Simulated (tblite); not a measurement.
Species: C₃H₁₁BN₂O.
Numbering: `[CH3:1][CH2:2][B@@H-:3]([NH3+:4])[NH:5][CH:6]=[O:7]` (hydrogens: H8, H9, H10 on C1; H11, H12 on C2; H13 on B3; H14, H15, H16 on N4; H17 on N5; H18 on C6)
Bond orders are those of one Lewis drawing.

Computed with GFN2-xTB (tblite), gas phase: L-BFGS steps from a force-field or distance-geometry start until the largest atomic force falls under 0.01 eV/Å.

Step 46: E = -631.1426 eV
```
atom  x, y, z in Å  |  force x, y, z in eV/Å
C1      1.6975   -1.3729   -0.1308    0.097   0.405  -0.038
C2      1.1488    0.0227   -0.4045   -0.044   0.470   0.073
B3      0.0775    0.5438    0.6932   -0.424   0.740  -0.061
N4     -0.5874    1.8372   -0.1679    0.599  -0.261   0.274
N5     -1.1413   -0.3496    0.8684    0.311  -0.054   0.407
C6     -1.8939   -0.7957   -0.1230    0.040  -0.318   0.712
O7     -1.7769   -0.4562   -1.2705   -0.089   0.630  -1.507
H8      2.5312   -1.2701    0.5715   -0.242  -0.373  -0.103
H9      0.8951   -1.9630    0.2991    0.186  -0.265   0.044
H10     2.0365   -1.8365   -1.0538    0.132  -0.120   0.113
H11     0.6658    0.0771   -1.3826    0.090  -0.420  -0.046
H12     1.9691    0.7423   -0.4588    0.223  -0.074  -0.029
H13     0.4752    0.9599    1.7421   -0.072  -0.162  -0.219
H14     0.1717    2.4707   -0.3842   -0.111   0.135  -0.081
H15    -1.3764    2.3073    0.2380   -0.224   0.234   0.337
H16    -0.8941    1.3310   -0.9926   -0.227  -0.255  -0.363
H17    -1.3326   -0.7301    1.7725   -0.038  -0.095   0.334
H18    -2.6746   -1.5115    0.1721   -0.209  -0.216   0.153
```

Step 47: E = -631.2041 eV
```
atom  x, y, z in Å  |  force x, y, z in eV/Å
C1      1.6759   -1.3628   -0.1191   -0.011   0.279  -0.037
C2      1.1548    0.0433   -0.3995   -0.020   0.237   0.134
B3      0.0823    0.5675    0.7000   -0.367   0.520  -0.079
N4     -0.5950    1.8225   -0.1674   -0.002  -0.088   0.197
N5     -1.0998   -0.3843    0.8777   -0.088  -0.170   0.190
C6     -1.8811   -0.7726   -0.1265    0.159   0.018  -0.032
O7     -1.8054   -0.3715   -1.2802   -0.078   0.216   0.139
H8      2.5150   -1.2853    0.5692   -0.074  -0.279   0.041
H9      0.8748   -1.9465    0.3258    0.154  -0.173   0.007
H10     1.9950   -1.8419   -1.0372    0.160  -0.152  -0.018
H11     0.6730    0.0844   -1.3766    0.039  -0.359  -0.099
H12     1.9930    0.7355   -0.4719    0.230   0.017   0.020
H13     0.4813    0.9741    1.7463   -0.056  -0.087  -0.138
H14     0.1517    2.4680   -0.3841   -0.053   0.169  -0.097
H15    -1.4196    2.3043    0.1887    0.243  -0.088   0.165
H16    -0.8707    1.2812   -0.9961   -0.229  -0.087  -0.101
H17    -1.2743   -0.8071    1.7833    0.057   0.140  -0.316
H18    -2.6595   -1.5021    0.1559   -0.063  -0.114   0.025
```

Step 48: E = -631.2217 eV
```
atom  x, y, z in Å  |  force x, y, z in eV/Å
C1      1.6792   -1.3537   -0.1197    0.026   0.093  -0.035
C2      1.1524    0.0512   -0.3988    0.031   0.084   0.096
B3      0.0711    0.5821    0.6949   -0.201   0.179  -0.054
N4     -0.5909    1.8342   -0.1548   -0.094  -0.061  -0.075
N5     -1.0963   -0.3955    0.8725   -0.045   0.199  -0.419
C6     -1.8799   -0.7925   -0.1282    0.069   0.014   0.014
O7     -1.8107   -0.4186   -1.2902    0.039   0.324   0.139
H8      2.5129   -1.2980    0.5753   -0.019  -0.152   0.054
H9      0.8908   -1.9598    0.3164    0.040  -0.109  -0.001
H10     2.0086   -1.8290   -1.0390    0.138  -0.091   0.006
H11     0.6706    0.0615   -1.3771    0.016  -0.229  -0.076
H12     2.0016    0.7304   -0.4864    0.117   0.057   0.035
H13     0.4716    0.9644    1.7448   -0.031  -0.011  -0.057
H14     0.1591    2.4772   -0.3776   -0.072   0.079  -0.088
H15    -1.4038    2.3336    0.2031    0.185  -0.121   0.185
H16    -0.8789    1.3032   -0.9899   -0.160  -0.011   0.013
H17    -1.2944   -0.7806    1.7746   -0.004  -0.098   0.199
H18    -2.6714   -1.5036    0.1684   -0.035  -0.147   0.066
```

Step 49: E = -631.2491 eV
```
atom  x, y, z in Å  |  force x, y, z in eV/Å
C1      1.6768   -1.3541   -0.1142   -0.058  -0.024  -0.002
C2      1.1574    0.0529   -0.3901    0.015   0.080   0.010
B3      0.0708    0.6012    0.6949   -0.086   0.037  -0.052
N4     -0.5937    1.8264   -0.1604    0.028   0.121  -0.185
N5     -1.0848   -0.3945    0.8688   -0.072   0.049   0.054
C6     -1.8759   -0.7741   -0.1252   -0.065   0.071  -0.306
O7     -1.8318   -0.3571   -1.2789    0.029   0.223   0.302
H8      2.5063   -1.3144    0.5836    0.049  -0.103   0.085
H9      0.8833   -1.9546    0.3209    0.018  -0.116   0.007
H10     2.0015   -1.8428   -1.0295    0.131  -0.014   0.004
H11     0.6669    0.0558   -1.3660    0.065  -0.194  -0.054
H12     2.0110    0.7240   -0.4870    0.113   0.085   0.025
H13     0.4643    0.9846    1.7459   -0.021   0.004  -0.038
H14     0.1404    2.4913   -0.3912   -0.165  -0.059  -0.053
H15    -1.4154    2.3120    0.1904    0.112  -0.069   0.243
H16    -0.8813    1.2844   -0.9924   -0.165  -0.028   0.012
H17    -1.2457   -0.8320    1.7641    0.055   0.079  -0.117
H18    -2.6587   -1.5024    0.1545    0.018  -0.140   0.064
```

**Question.** Estimate the geometry and energy of step 50. (The exact step hangs on the optimiser's Hessian estimate; all steps are aligned on step 49, rigid shifts and turns removed.)

**Answer.** E = -631.2764 eV, largest force 0.623 eV/Å
```
atom  x, y, z in Å  |  force x, y, z in eV/Å
C1      1.6777   -1.3594   -0.1062   -0.170  -0.124   0.131
C2      1.1651    0.0505   -0.3768   -0.009   0.051  -0.085
B3      0.0684    0.6324    0.6903    0.139  -0.183   0.000
N4     -0.5899    1.8153   -0.1770   -0.144   0.278  -0.207
N5     -1.0802   -0.3785    0.8690   -0.055  -0.302   0.542
C6     -1.8784   -0.7376   -0.1204   -0.167   0.065  -0.435
O7     -1.8622   -0.2397   -1.2481   -0.133  -0.030   0.315
H8      2.4977   -1.3451    0.6027    0.081  -0.024   0.088
H9      0.8699   -1.9448    0.3222   -0.011  -0.186   0.034
H10     2.0017   -1.8700   -1.0107    0.115   0.107  -0.032
H11     0.6596    0.0417   -1.3475    0.171  -0.140  -0.040
H12     2.0211    0.7150   -0.4807    0.118   0.119  -0.026
H13     0.4511    1.0223    1.7435   -0.005   0.010  -0.033
H14     0.1045    2.5162   -0.4232   -0.129  -0.108  -0.047
H15    -1.4274    2.2586    0.1888    0.094   0.046   0.257
H16    -0.8977    1.2523   -0.9976   -0.126  -0.014   0.031
H17    -1.1511   -0.9065    1.7403   -0.001   0.355  -0.500
H18    -2.6384   -1.5159    0.1195    0.232   0.080   0.006
```

The energy changes by -0.0273 eV. The first-order estimate −F·Δx gives -0.0594 eV and the mean of the old and new forces, exact on a quadratic surface, -0.0235 eV. The step makes an angle of 70° with the force vector and moves no atom by more than 0.125 Å.

The cost below is that of the whole relaxation. On an Arm Neoverse N1 with one thread, shared host with 64 logical CPUs at a one-minute load of 58, this took 1.1 s of wall time.
